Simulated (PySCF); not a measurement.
**Si⁻ (silicon, charge -1) across methods**

[Ne] 3s2 3p3, high-spin 4S determinant. Computed with PySCF 2.14 in aug-cc-pV(D+d)Z (5s4p3d, 32 functions), with no relativity, point nucleus.

```
method  E (hartree)  mean ε 3s α (eV)  mean ε 3s β (eV)  mean ε 3p α (eV)  Σ⟨r²⟩ (bohr²)   ⟨S²⟩
M06-2X    -289.3904            -7.648            -5.075            -0.160          55.27  3.751
 B3LYP    -289.4394            -6.241            -4.084             0.653          57.20  3.750
   LDA    -288.2612            -5.119            -3.390             1.094          58.45  3.751
 TPSSh    -289.4354            -5.820            -3.258             0.845          55.15  3.751
  BLYP    -289.4190            -4.854            -3.297             1.393          59.10  3.751
   PBE    -289.2754            -5.012            -3.127             1.163          57.39  3.750
  PBE0    -289.3021            -6.584            -3.974             0.386          55.59  3.750
   UHF   -288.88276           -10.916            -5.576            -1.684          54.84  3.751
```

Task: Estimate the same row for r2SCAN.

Result: E (hartree) = -289.3964; mean ε 3s α (eV) = -5.523; mean ε 3s β (eV) = -2.999; mean ε 3p α (eV) = 0.963; Σ⟨r²⟩ (bohr²) = 55.69; ⟨S²⟩ = 3.750.

The outer electron is barely bound at this level, so radii and moments hang on the diffuse functions.

The highest occupied level is positive at r2SCAN, B3LYP, LDA, TPSSh, BLYP, PBE, PBE0: only the finite basis holds that electron, which in a density functional comes from self-interaction.
